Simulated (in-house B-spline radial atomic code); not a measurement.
Successive ionisation energies of neodymium; each step leads to the configuration of the next row (after the last: [Ne] 3s2 3p6). Dirac energy differences include first-order Breit, QED and recoil terms. NIST's values go from ground level to ground level; the uncertainty of those that are theory runs from under 0.1 % in few-electron ions to several per cent in heavy many-electron ones. Computed with a B-spline radial code for spherical atoms: Dirac-Hartree-Fock, jj configuration that fills j = l - 1/2 first, finite nuclei.

A number in brackets counts the electrons of a j subshell.

```tsv
ion	configuration	ionisation energy (eV)	tabulated value (eV)	computed minus tabulated (eV)	highest orbital	largest mean radius (bohr)
Nd34+	[Ar] 3d3/2(4) 3d5/2(4)	2325.2	2321	4	3d5/2	0.25741
Nd35+	[Ar] 3d3/2(4) 3d5/2(3)	2423.3	2425	-2	3d5/2	0.25582
Nd36+	[Ar] 3d3/2(4) 3d5/2(2)	2522.9	2525	-2	3d5/2	0.25428
Nd37+	[Ar] 3d3/2(4) 3d5/2(1)	2624.1	2627	-3	3d5/2	0.25275
Nd38+	[Ar] 3d3/2(4)	?	?	?	?	?
Nd39+	[Ar] 3d3/2(3)	?	?	?	?	?
Nd40+	[Ar] 3d3/2(2)	2969.7	2974	-4	3d3/2	0.24815
Nd41+	[Ar] 3d3/2(1)	3078.0	3078	0	3d3/2	0.24663
```

Task: Fill in the row of Nd38+.

Result: ionisation energy (eV): 2757.9; tabulated value (eV): 2758; computed minus tabulated (eV): 0; highest orbital: 3d3/2; largest mean radius (bohr): 0.25122.

Task: Fill in the row of Nd39+.

Result: ionisation energy (eV): 2863.0; tabulated value (eV): 2861; computed minus tabulated (eV): 2; highest orbital: 3d3/2; largest mean radius (bohr): 0.24968.
